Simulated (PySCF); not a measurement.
A structure optimised at PBE0-D3(BJ)/def2-SVP, used in a PySCF frequency run:

```xyz
11

F      1.3743    -1.0854     0.9892
C      1.3060     0.0000     0.2342
F      1.3610     1.0716     1.0102
F      2.3365     0.0144    -0.5951
C      0.0000     0.0000    -0.5915
F     -0.0004     1.0910    -1.3633
F      0.0004    -1.0910    -1.3633
C     -1.3060     0.0000     0.2342
F     -1.3610    -1.0716     1.0102
F     -2.3365    -0.0144    -0.5951
F     -1.3743     1.0854     0.9892
```

Question: Write its SMILES, formula and point group.

Answer: FC(F)(F)C(F)(F)C(F)(F)F, C₃F₈, C2

Question: What are its rotational constants (standard atomic weights)?

Answer: 1.6893, 0.96413, 0.90879 GHz
